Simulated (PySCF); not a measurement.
First SCF of a structure search on singlet ZrF₂, at a hand-made linear geometry. PySCF input:

```python
from pyscf import gto, scf, dft
mol = gto.M(atom='''
Zr     0.000000     0.000000     0.000000
F      0.000000     0.000000     2.180000
F      0.000000     0.000000    -2.180000''',
    basis={'Zr': 'def2-TZVP', 'F': 'def2-TZVP'},
    ecp={'Zr': 'def2-TZVP'},
    charge=0, spin=0)
mf = dft.RKS(mol, xc='PBE0')
mf.grids.atom_grid = (50, 194)
aux = {'Zr': 'def2-universal-JKFIT', 'F': 'def2-universal-JKFIT'}
mf = mf.density_fit(auxbasis=aux)
mf.conv_tol = 1e-08
mf.diis_space = 10
mf.max_cycle = 60
mf.init_guess = 'minao'
mf.verbose = 4
mf.kernel()
```

Excerpt of the output (cycles and frontier levels):

```
init E= -240.947033340058
cycle= 1 E= -246.443516639227  delta_E= -5.5  |g|= 0.918  |ddm|= 4.37
  HOMO = -0.0687914055725173  LUMO = -0.0648725784983819  gap/eV = 0.10664
cycle= 2 E= -246.392672802832  delta_E= 0.0508  |g|= 1.23  |ddm|= 1.46
  HOMO = -0.129047776695586  LUMO = -0.0949294605527236  gap/eV = 0.92841
cycle= 3 E= -246.608434133301  delta_E= -0.216  |g|= 0.291  |ddm|= 0.627
  HOMO = -0.175475718305034  LUMO = -0.119077702470957  gap/eV = 1.53467
cycle= 4 E= -246.625690616682  delta_E= -0.0173  |g|= 0.0343  |ddm|= 0.231
  HOMO = -0.17174354201898  LUMO = -0.115904793018618  gap/eV = 1.51945
cycle= 5 E= -246.625913242204  delta_E= -0.000223  |g|= 0.00247  |ddm|= 0.0215
  HOMO = -0.172257556282894  LUMO = -0.116271026920685  gap/eV = 1.52347
cycle= 6 E= -246.625914353529  delta_E= -1.11e-06  |g|= 0.000372  |ddm|= 0.00164
  HOMO = -0.172346950397756  LUMO = -0.116326651938209  gap/eV = 1.52439
cycle= 7 E= -246.625914380451  delta_E= -2.69e-08  |g|= 2.01e-05  |ddm|= 0.000382
  HOMO = -0.172341452554754  LUMO = -0.116322512350937  gap/eV = 1.52435
cycle= 8 E= -246.625914380632  delta_E= -1.8e-10  |g|= 8.19e-06  |ddm|= 3.92e-05
  HOMO = -0.172342179031258  LUMO = -0.116323007059496  gap/eV = 1.52436
Extra cycle  E= -246.625914380603  delta_E= 2.84e-11  |g|= 1.64e-05  |ddm|= 1.07e-05
converged SCF energy = -246.625914380603
```

This is not the lowest solution: another start and a stability analysis within the same restricted form found one 3.5 kJ/mol lower, at -246.62723 Eh.

Stability towards spin polarisation was not tested.

The search for the lowest solution, 3 starts and the stability check together, took 53 s on 2 threads of a shared Intel Xeon @ 2.50GHz (Skylake/Cascade Lake) host, with 102 basis functions; the process peaked at 0.43 GiB.
